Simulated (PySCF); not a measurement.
Compound: C5H14OP2.
Z-matrix (Å and degrees, PBE0-D3(BJ)/def2-SVP geometry), rows numbered from 1:
```
C 
C   1  1.5205
P   2  1.8274  1  116.67
C   3  1.8192  2  105.88  1    54.92
O   3  1.5054  2  112.90  1  -179.81
P   3  2.2262  2  105.49  1   -55.84
C   6  1.8567  3   93.68  2   -73.95
C   6  1.8565  3   93.77  2  -173.04
H   1  1.1007  2  110.74  3   177.28
H   1  1.1005  2  111.80  3   -63.15
H   1  1.1010  2  111.58  3    57.24
H   2  1.1026  1  111.72  3  -120.86
H   2  1.1038  1  112.02  3   120.84
H   4  1.0994  3  111.83  2   -60.68
H   4  1.1008  3  108.85  2    61.00
H   4  1.0992  3  108.44  2   178.64
H   7  1.1002  6  110.08  3    83.10
H   7  1.1017  6  110.88  3   -38.41
H   7  1.1004  6  108.77  3  -159.11
H   8  1.1004  6  108.65  3   159.64
H   8  1.1002  6  110.04  3   -82.64
H   8  1.1015  6  110.94  3    38.85
```

All values: PBE0/pcSseg-1 (PySCF, non-relativistic), on one gas-phase PBE0-D3(BJ)/def2-SVP geometry that isn't relaxed in the solvent. The solvent is an IEF-PCM continuum (cavity from Bondi-type radii × 1.2). Only the electrostatic response of the medium enters.

Gas phase at PBE0/pcSseg-1: HOMO -6.62 eV, LUMO 0.55 eV, dipole 2.79 D.

Task: What does the continuum do to the energy, the frontier levels and the dipole at PBE0/pcSseg-1 in chloroform and methanol?

Result: 
```csv
solvent,ε,E(solvent) − E(gas) (kcal/mol),polarisation term (kcal/mol),distortion of the solute (kcal/mol),HOMO (eV),LUMO (eV),dipole (D)
chloroform,4.711,-7.05,-7.87,0.82,-6.70,0.59,3.50
methanol,32.61,-9.72,-11.33,1.61,-6.75,0.58,3.84
```

The first energy column is the sum of the next two and covers electrostatics alone. From chloroform to methanol the lowering changes by a factor 1.38, Onsager's factor (ε − 1)/(2ε + 1) by 1.34 and ε itself by 6.9.

Task: Which radius a makes the point-dipole formula ΔE = −[(ε − 1)/(2ε + 1)]·μ²/a³ give the value in methanol, with the gas-phase dipole?

Result: μ = 1.097 au and |ΔE| = 0.01548 Eh give a = 1.76 Å; the farthest nucleus lies 3.63 Å from the centroid of the nuclei, so such a sphere wouldn't even hold the nuclei. The formula assumes a rigid point dipole at the centre of a sphere.

Task: Which Hirshfeld charges (PBE0/pcSseg-1) respond most in chloroform (means over atoms taken as equivalent)?

Result: 
```json
{"atoms": "O5", "environment": "phosphoryl oxygen", "gas (e)": "-0.402", "solvent (e)": "-0.441", "change": "-0.039"}
{"atoms": "H14/H15/H16", "environment": "methyl hydrogen", "gas (e)": "+0.053", "solvent (e)": "+0.058", "change": "+0.005"}
{"atoms": "P6", "environment": "three-coordinate phosphorus", "gas (e)": "+0.098", "solvent (e)": "+0.095", "change": "-0.003"}
{"atoms": "H13", "environment": "methylene hydrogen", "gas (e)": "+0.051", "solvent (e)": "+0.054", "change": "+0.003"}
{"atoms": "C4", "environment": "sp3 carbon bound to phosphorus", "gas (e)": "-0.161", "solvent (e)": "-0.158", "change": "+0.003"}
{"atoms": "P3", "environment": "phosphoryl phosphorus", "gas (e)": "+0.380", "solvent (e)": "+0.383", "change": "+0.003"}
{"atoms": "H12", "environment": "methylene hydrogen", "gas (e)": "+0.049", "solvent (e)": "+0.051", "change": "+0.002"}
{"atoms": "H9/H10/H11", "environment": "methyl hydrogen", "gas (e)": "+0.040", "solvent (e)": "+0.042", "change": "+0.002"}
{"atoms": "C2", "environment": "sp3 carbon bound to phosphorus", "gas (e)": "-0.108", "solvent (e)": "-0.106", "change": "+0.002"}
{"atoms": "C1", "environment": "methyl carbon", "gas (e)": "-0.115", "solvent (e)": "-0.113", "change": "+0.002"}
{"atoms": "H17 (×6)", "environment": "methyl hydrogen", "gas (e)": "+0.042", "solvent (e)": "+0.044", "change": "+0.002"}
{"atoms": "C7/C8", "environment": "sp3 carbon bound to phosphorus", "gas (e)": "-0.163", "solvent (e)": "-0.163", "change": "0.000"}
```

Task: Which Mayer bond orders change most in chloroform?

Result: 
| bond | length (Å) | gas | solvent | change |
| --- | --- | --- | --- | --- |
| P3–O5 | 1.505 | 1.731 | 1.674 | -0.057 |
| P3–C4 | 1.819 | 0.930 | 0.948 | +0.018 |
| C2–P3 | 1.827 | 0.909 | 0.923 | +0.014 |
| P3–P6 | 2.226 | 0.866 | 0.875 | +0.009 |
| C2–H12 | 1.103 | 0.932 | 0.927 | -0.005 |
| C4–H15 | 1.101 | 0.945 | 0.940 | -0.005 |
| C7–H18 | 1.102 | 0.926 | 0.931 | +0.005 |
| C1–C2 | 1.521 | 1.018 | 1.022 | +0.004 |

On one thread, Intel Xeon Platinum 8259CL at 2.50 GHz (x86_64), shared host with 32 logical CPUs at a one-minute load of 25, this took 71 s of wall time and 1.3 GiB of memory at its peak. This is the whole shielding run at PBE0/pcSseg-1 in methanol, SCF included.
